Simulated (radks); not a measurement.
Task: Coherent X-ray form factor from a spherical all-electron density. Method: scalar-relativistic Kohn-Sham, exchange-only PBE, spin-unpolarised, spherical densities, point nucleus; computed with a radial shooting solver on a logarithmic mesh with Libxc functionals.

sin(theta)/lambda (1/angstrom),f0 (electrons)
0.05,49.136
0.1,46.899
0.15,44.009
0.2,41.012
0.25,38.148
0.3,35.476
0.4,30.722
0.5,26.776
0.6,23.653
0.8,19.421
1,16.671
1.25,13.855
1.5,11.316
2,7.628

The species is in the configuration that NIST lists as its ground one. Which atom or ion scatters so?

Result: The antimony ion Sb+, [Kr] 4d10 5s2 5p2. Extrapolating in s^2 from the first two rows gives f0(0) = 49.9, near the electron count 50; among species with that count, the fall with angle is slower the higher Z, and the table is that of Z = 51; from so few rows the species is fixed only to a neighbour or two.
